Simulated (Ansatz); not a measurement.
A CCSD(T) single point on CH6N2OSi (`NC1(O)N[SiH2]1`).

```yaml
crystal:
  periodic: [false, false, false]
  atoms:
    - {symbol: N, position_ang: [0.659185, 1.209827, 0.689867]}
    - {symbol: C, position_ang: [0.396253, -0.061333, 0.112928]}
    - {symbol: O, position_ang: [1.493034, -0.925809, 0.220135]}
    - {symbol: N, position_ang: [-0.865183, -0.693666, 0.493657]}
    - {symbol: Si, position_ang: [-0.965305, -0.137969, -1.149896]}
    - {symbol: H, position_ang: [1.336131, 1.716888, 0.135060]}
    - {symbol: H, position_ang: [1.064177, 1.082066, 1.614595]}
    - {symbol: H, position_ang: [1.135626, -1.818647, 0.264949]}
    - {symbol: H, position_ang: [-1.344348, -0.292254, 1.288324]}
    - {symbol: H, position_ang: [-1.745613, 1.074972, -1.487958]}
    - {symbol: H, position_ang: [-1.098457, -1.211176, -2.161062]}
basis:
  gaussian: {orbitals: def2-SVP}
correlation: {method: ccsd_t}
```

```sh
$ ansatz run in.yaml --threads 4 --pin off --events-out ev --progress --plain
```

Log, shortened:

```
Functional definition: HF
1041 factors; integrals over basis functions are off by at most 1.5e-3 eV
mean field evaluation 1: about -13975.4248 eV, gradient 4.2e1 eV
mean field evaluation 2: about -13975.4287 eV, gradient 4.2e1 eV
mean field evaluation 4: about -13979.4895 eV, gradient 3.6e0 eV
mean field evaluation 8: about -13979.5384 eV, gradient 2.9e-4 eV
mean field -13979.53837785 eV, -513.7385597145 hartree, gradient 1.4e-6 eV, S^2 0.000000; 0 other end points of the search recorded, 0 dependent functions left out
9 core orbitals not correlated: weight in the atoms' cores, before any rotation towards them, 1.000 or more for the frozen orbitals, at most 0.000 for the correlated occupied ones
reference -13979.53837785 eV, -513.7385597145 hartree; 15, 15 occupied and 80, 80 virtual orbitals, 1041 factors
second order -20.60575785 eV of doubles, -0.00000000 eV of singles
cycle   1  -21.08708758 eV  change   -4.8e-1 eV  update   1.0e-1
cycle   2  -21.63138865 eV  change   -5.4e-1 eV  update   3.0e-2
cycle   3  -21.75809242 eV  change   -1.3e-1 eV  update   1.6e-2
cycle   4  -21.75005071 eV  change    8.0e-3 eV  update   4.2e-3
cycle   5  -21.74878043 eV  change    1.3e-3 eV  update   2.2e-3
cycle   6  -21.74923745 eV  change   -4.6e-4 eV  update   7.6e-4
cycle   7  -21.74872770 eV  change    5.1e-4 eV  update   3.1e-4
cycle   8  -21.74862418 eV  change    1.0e-4 eV  update   1.0e-4
cycle   9  -21.74866865 eV  change   -4.4e-5 eV  update   4.2e-5
cycle  10  -21.74867447 eV  change   -5.8e-6 eV  update   1.5e-5
perturbative correction -0.65505109 eV, -0.0240726835 hartree
Total energy: -14001.94210341 eV, -514.5618814430 hartree
```

It took 5.5 s on 4 threads of a server CPU on a shared host, with 0.48 GiB of host memory at the peak.

The correlation energy is -22.404 eV, 2.9 % of it from (T); the T1 diagnostic reads 0.0128.
